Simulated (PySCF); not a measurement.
C₃H₅FOSi, SMILES C(O)[Si@@H](F)C#C. Geometry optimised at ωB97X-D3(BJ)/def2-SVP. The structure was generated by enumeration; whether it is a known compound was not checked. The values are those of a single conformer.

Calculation: PySCF 2.14.0 with ωB97X-D3(BJ)/def2-SVP.

Harmonic wavenumbers (cm⁻¹): 86, 115, 160, 174, 297, 344, 378, 406, 613, 713, 768, 774, 792, 842, 875, 920, 1094, 1155, 1304, 1388, 1460, 2195, 2316, 3044, 3138, 3467, 3858. Rotational constants (GHz): 2.902, 2.645, 1.502; symmetry number 1.

Problem. Work out the zero-point energy and the ideal-gas rigid-rotor harmonic-oscillator thermochemistry at 298.15 K and 1 atm.

Solution. ZPE = ½ Σ hcν = ½ × 32676 cm⁻¹ = 195.45 kJ/mol. H − E(el) = 218.19 kJ/mol. Entropy in J/(mol K): translation 166.69, rotation 116.00, vibration 77.44, total 360.12. G − E(el) = 110.82 kJ/mol. Cp = 117.95 J/(mol K). Modes under 150 cm⁻¹ make the vibrational entropy uncertain.
